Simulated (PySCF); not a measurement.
C3H10O3Sn, charge -1, doublet, at the geometry of the source list (a state made from the parent by changing its charge; the spin is typed, not shown lowest) (core potentials on Sn) (in this run its highest filled SCF level lies above zero, so its values depend strongly on the basis, on diffuse functions most of all). Base run: DF-HF/def2-SVP (PySCF).

Input for PySCF:
```python
from pyscf import gto, scf

mol = gto.M(
    atom='''
C    -1.06780000   -1.50970000   -0.60420000
C    -1.05330000   -0.20420000    0.15260000
C    -1.64180000    0.94380000   -0.63140000
Sn    1.05710000    0.27300000    0.71610000
O     2.25900000   -0.03880000   -0.85760000
O     1.84290000   -0.86720000    2.13940000
O     1.48370000    2.14480000    1.24820000
H    -0.51280000   -1.42520000   -1.53370000
H    -0.63560000   -2.31580000   -0.01500000
H    -2.09830000   -1.77410000   -0.84040000
H    -1.54900000   -0.30860000    1.12010000
H    -2.69330000    0.73690000   -0.82900000
H    -1.13410000    1.06360000   -1.58610000
H    -1.57950000    1.87960000   -0.07820000
H     3.17060000    0.20830000   -0.71270000
H     2.45990000   -1.52100000    1.80480000
H     1.69250000    2.71460000    0.50700000
''',
    basis='def2-svp',
    ecp={'Sn': 'def2-svp'},
    charge=-1,
    spin=1,
    verbose=4,
)

mf = scf.UHF(mol)
mf = mf.density_fit(auxbasis='def2-universal-jkfit')
mf.kernel()
```

The base run was repeated with changes; each row names its change, and settings that it needs were set with it.

| change | ΔE vs base (mEh) | SCF cycles | <S^2> | outcome |
|---|---|---|---|---|
| base | 0.000 | 22 | 0.772 | converged |
| diis = off (with mf.max_cycle = 100) | 0.000 | 43 | 0.772 | converged |
| conv_tol_grad = 1e-3 | 0.000 | 22 | 0.772 | converged |
| conv_tol = 1e-11 | 0.000 | 25 | 0.772 | converged |
| diis_space = 2 | 0.000 | 47 | 0.772 | converged |
| init_guess = atom | 0.000 | 20 | 0.772 | converged |
| conv_tol = 1e-7 | 0.000 | 16 | 0.772 | converged |
| level_shift = 0.5 (with mf.max_cycle = 100) | 0.000 | 45 | 0.772 | converged |
| conv_tol = 1e-6 | 0.000 | 15 | 0.772 | converged |
| DIIS = EDIIS | - | 50 | - | not converged |
| diis_space = 20 | 0.000 | 21 | 0.772 | converged |
| conv_tol_grad = 1e-7 | 0.000 | 30 | 0.772 | converged |
| damp = 0.5; diis_start_cycle = 5 | 0.000 | 21 | 0.772 | converged |

Open shells are given as the SCF converged; they aren't shown to be the lowest states, and a large step between rows can be another state.
